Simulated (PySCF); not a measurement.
Ga(Me)2(Cl) (C₂H₆ClGa), SMILES [Ga]([Cl])([CH3])[CH3]. Geometry: B3LYP-D3(BJ)/def2-SVP. The isomer is the one that the SMILES or the coordinates give; other isomers of the formula were not compared.

Question: Give the equilibrium geometry at B3LYP-D3(BJ)/def2-SVP (PySCF confirms it by a frequency run) as a Z-matrix, and its point group. (An estimate is asked for; the answer gives what the named calculation found.)

Answer: point group C2.
```
Ga
C 1 1.9684
H 2 1.1000 1 112.29
H 2 1.1016 3 109.13 1 -121.48
H 2 1.1017 3 109.10 4 -117.13
C 1 1.9684 2 132.38 3 0.44
H 6 1.1000 1 112.29 2 0.44
H 6 1.1016 7 109.13 1 -121.48
H 6 1.1017 7 109.10 8 -117.13
Cl 1 2.1922 2 113.81 3 -179.56
```
Charge 0, spin multiplicity 1.
